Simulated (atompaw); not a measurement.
# Pseudopotential generation for Mo: PAW (atompaw), LDA (PW92), scalar-relativistic.

- Element: Mo (Z = 42)
- Generator: atompaw 4.2.0.5
- Type: PAW
- Functional: LDA (PW92)
- Relativity: scalar-relativistic
- Frozen core: [Ar] 3d10 4s2
- Valence charge: 12
- Reference configuration: 4p6 4d6 5s0 5p0
- Partial waves: 5s (bound, empty): rc 3.00 bohr; 5s channel at 0.35 Ry: rc 3.00 bohr; 4p (bound): rc 1.60 bohr; 5p (bound, empty): rc 3.00 bohr; 4d (bound): rc 2.35 bohr; 4d channel at 1.6 Ry: rc 3.00 bohr
- Local potential: bessel scheme, radius 2.25 bohr
- Core correction: smooth core density matched at 1.75 bohr
- Augmentation charge: besselshape compensation charge, radius 2.60 bohr; PAW radius 3.00 bohr; waves and projectors: custom rrkj gramschmidtortho

* Cutoffs needed: 30 Ry and 55 Ry (the cutoffs (Ry, on a coarse ladder) from which the occupation-weighted sum of valence levels, in a spherical-Bessel basis at the reference potential, stays within 10 and 1 mRy of its value at 400 Ry)
* Ghost test: no extra level below or beside the all-electron valence levels (s, p, d, f tested) (spherical-Bessel basis up to 400 Ry, 20 bohr box)
* Lowest eigenvalue of the overlap operator: 0.41 (s channel)
* Overlap eigenvalues printed by atompaw (projector basis): 0.249, 0.502, 1.05, 1.84, 94.8, 121
* Share of each valence orbital outside the PAW sphere: 5s 65 %, 4p 0 %, 5p 90 %, 4d 19 %
